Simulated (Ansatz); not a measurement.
Consider the ligand exchange at the Si–C bond: `O[SiH2]C[Si](O)(F)F` + `O[SiH]1C=C1` → `O[SiH2]O[SiH]1C=C1` + `C[Si](O)(F)F`.

Isolated molecules relaxed with PBE0-D4/def2-TZVP in Ansatz; ΔE leaves out vibrations. CCSD(T)/CBS is the MP2 limit (def2-TZVPP, def2-QZVPP) plus CCSD(T) − MP2 in def2-TZVPP, frozen cores. One conformer a species, not always the lowest.

| species | MP2/CBS(def2) energy (Eh) |
| --- | --- |
| `O[SiH2]C[Si](O)(F)F` | -969.95436 |
| `O[SiH]1C=C1` | -442.68692 |
| `O[SiH2]O[SiH]1C=C1` | -808.21611 |
| `C[Si](O)(F)F` | -604.46625 |

(1) Work out ΔE.

Largest T1 diagnostic among the species: 0.012.

Results:

(1) ΔE = (-808.21611) + (-604.46625) − (-969.95436) − (-442.68692) = -0.04108 Eh = -1.12 eV. CCSD(T)/CBS gives -1.11 eV.

In def2-TZVPP, CCSD(T) changes the Hartree–Fock value by +0.27 eV (the triples alone add +0.04 eV) and MP2 by +0.27 eV. The D4 term adds +0.07 eV with B3LYP and +0.03 eV with PBE0; it sums over pairs of atoms, weighted by their polarisabilities, and B3LYP, whose exchange is more repulsive, gets the larger term. From PBE to PBE0 (25 % exact exchange), in def2-TZVPP and without D4, ΔE moves by −0.05 eV.

B3LYP here is the variant with VWN-RPA as its local correlation; programs differ in this.
